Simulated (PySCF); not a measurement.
C3H6OSi, SMILES C#C[SiH2]CO.

Geometry: PBE-D3(BJ)/def2-SVP. The structure was generated by enumeration, and PubChem lists no compound with its InChIKey, so it may never have been made. The values are those of a single conformer.

Method: PBE-D3(BJ)/def2-SVP (PySCF 2.14.0).

Frequencies are harmonic and unscaled.

Computed vibrational spectrum:
| mode | ν (cm⁻¹) | IR (km/mol) | moving atoms (share of kinetic energy) |
|---|---|---|---|
| 1 | 77 | 2.0 | O 45 %, C 29 %, H 15 %, Si 11 % |
| 2 | 127 | 15.5 | C 44 %, H 41 % |
| 3 | 221 | 5.9 | C 37 %, O 28 %, H 28 % |
| 4 | 233 | 9.3 | C 66 %, H 31 % |
| 5 | 250 | 81.4 | H 79 %, C 10 %, O 8 % |
| 6 | 342 | 40.7 | C 56 %, H 29 %, Si 12 % |
| 7 | 540 | 46.6 | H 51 %, Si 30 %, C 10 %, O 9 % |
| 8 | 595 | 39.9 | C 56 %, Si 23 %, H 20 % |
| 9 | 661 | 17.1 | H 37 %, C 37 %, Si 25 % |
| 10 | 693 | 25.9 | H 74 %, C 25 % |
| 11 | 696 | 10.5 | H 77 %, C 22 % |
| 12 | 700 | 40.2 | H 85 %, C 12 % |
| 13 | 774 | 65.4 | H 68 %, C 19 %, Si 12 % |
| 14 | 864 | 165.9 | H 75 %, C 12 %, Si 12 % |
| 15 | 903 | 90.6 | H 94 % |
| 16 | 1060 | 68.0 | C 49 %, O 45 % |
| 17 | 1148 | 25.1 | H 97 % |
| 18 | 1187 | 4.9 | H 90 % |
| 19 | 1320 | 7.7 | H 70 %, C 25 % |
| 20 | 1428 | 5.9 | H 90 %, C 8 % |
| 21 | 2085 | 25.6 | C 90 %, H 9 % |
| 22 | 2160 | 93.1 | H 97 % |
| 23 | 2181 | 84.1 | H 97 % |
| 24 | 2876 | 49.6 | H 95 % |
| 25 | 2921 | 38.7 | H 91 %, C 9 % |
| 26 | 3391 | 49.5 | H 86 %, C 14 % |
| 27 | 3699 | 23.8 | H 94 % |
